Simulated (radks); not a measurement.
Question: These are the eigenvalues of the occupied orbitals of an atom or ion with whole-number occupations (eV). Method: scalar-relativistic Kohn-Sham, r2SCAN, spin-unpolarised, spherical densities, finite nucleus; meta-GGA in the generalised Kohn-Sham scheme; Fermi nuclear charge, rms radius of each element as measured or else 0.836 A^(1/3) + 0.57 fm; computed with a radial shooting solver on a logarithmic mesh with Libxc functionals.

| orbital | eigenvalue |
|---|---|
| 1s | -76216.39 |
| 2s | -13375.00 |
| 2p | -11620.72 |
| 3s | -3152.443 |
| 3p | -2637.116 |
| 3d | -2068.399 |
| 4s | -692.5710 |
| 4p | -522.8189 |
| 4d | -313.1405 |
| 5s | -117.6743 |
| 4f | -80.5403 |
| 5p | -73.8856 |
| 5d | -24.4628 |

Which element is it, and in what charge state? The configuration may be excited.

Answer: Z = 77, iridium, charge +2: Ir2+ in [Xe] 4f14 5d7. The list shows which subshells hold electrons but not how many an open one holds; the 1s level, -2800.9 hartree, gives Z - s = 74.8 by -(Z - s)^2/2, which with screening and relativity narrows Z to a few neighbours, and the depths of the outer levels then fix element, charge and occupations together.
